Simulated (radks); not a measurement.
Removal energies from the cobalt ion Co5+, [Ar] 3d(3/2: 4, 5/2: 0), by Delta-SCF beside the eigenvalue of the level emptied. All-electron calculation, Dirac Kohn-Sham, PBE, spin-unpolarised, spherical densities, finite nucleus; Fermi nuclear charge, rms radius of each element as measured or else 0.836 A^(1/3) + 0.57 fm. Program: a radial shooting solver on a logarithmic mesh with Libxc functionals. Sub-shells are occupied by j as written (lower j first in brackets).

3d3/2: final configuration [Ar] 3d(3/2: 3, 5/2: 0); Delta-SCF (eV) 101.62; -eigenvalue (eV) 89.167
3p3/2: final configuration [Ne] 3s2 3p(1/2: 2, 3/2: 3) 3d(3/2: 4, 5/2: 0); Delta-SCF (eV) 161.20; -eigenvalue (eV) 148.34
3p1/2: final configuration [Ne] 3s2 3p(1/2: 1, 3/2: 4) 3d(3/2: 4, 5/2: 0); Delta-SCF (eV) 163.32; -eigenvalue (eV) 150.37
3s1/2: final configuration [Ne] 3s1 3p6 3d(3/2: 4, 5/2: 0); Delta-SCF (eV) 199.77; -eigenvalue (eV) 186.59
